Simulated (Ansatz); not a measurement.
CH7AlOSi, SMILES `[AlH2][O]C[SiH3]`. Charge 0, multiplicity 1.

```json
{"atom": "Al1", "x (Å)": "-0.783", "y (Å)": "-1.261", "z (Å)": "1.811"}
{"atom": "O2", "x (Å)": "-0.834", "y (Å)": "-0.022", "z (Å)": "0.662"}
{"atom": "C3", "x (Å)": "0.133", "y (Å)": "0.855", "z (Å)": "0.137"}
{"atom": "Si4", "x (Å)": "0.476", "y (Å)": "0.420", "z (Å)": "-1.672"}
{"atom": "H5", "x (Å)": "0.587", "y (Å)": "-1.541", "z (Å)": "2.556"}
{"atom": "H6", "x (Å)": "-2.133", "y (Å)": "-2.040", "z (Å)": "2.050"}
{"atom": "H7", "x (Å)": "-0.234", "y (Å)": "1.886", "z (Å)": "0.205"}
{"atom": "H8", "x (Å)": "1.074", "y (Å)": "0.823", "z (Å)": "0.706"}
{"atom": "H9", "x (Å)": "1.514", "y (Å)": "1.328", "z (Å)": "-2.235"}
{"atom": "H10", "x (Å)": "0.967", "y (Å)": "-0.984", "z (Å)": "-1.744"}
{"atom": "H11", "x (Å)": "-0.767", "y (Å)": "0.536", "z (Å)": "-2.476"}
```

Question: List the harmonic frequencies (cm⁻¹, unscaled) at PBE0-D4/def2-TZVP in Ansatz. (Best estimate.)

Answer: Ansatz gave: 45, 119, 155, 184, 258, 498, 534, 568, 607, 721, 748, 787, 863, 917, 936, 948, 1172, 1262, 1300, 1469, 1931, 1967, 2212, 2218, 2236, 2993, 3047.

Question: Is this a minimum?

Answer: Yes, all 27 modes are real.

Question: Give the ideal-gas thermochemistry at 298.15 K and 1 bar (rigid rotor, harmonic oscillator; point group C1, symmetry number 1).

Answer: Zero-point energy 183.6 kJ/mol; H(298) − E = 205.4 kJ/mol; entropy 352.2 J/(mol·K), of which translation 165.0, rotation 110.6, vibration 76.6; G(298) − E = 100.4 kJ/mol. Modes under 100 cm⁻¹ are hindered rotations or soft bends, so the harmonic entropy is rough.

Question: And at 400, 500, 600, 800 and 1000 K?

Answer: 
| T (K) | H − E (kJ/mol) | S (J/mol/K) | G − E (kJ/mol) |
| --- | --- | --- | --- |
| 400 | 218.0 | 388.3 | 62.7 |
| 500 | 232.4 | 420.4 | 22.2 |
| 600 | 248.5 | 449.6 | -21.3 |
| 800 | 284.5 | 501.3 | -116.5 |
| 1000 | 324.5 | 545.8 | -221.3 |

Question: Rotational constants (cm⁻¹)?

Answer: 0.4618, 0.05954, 0.05716.
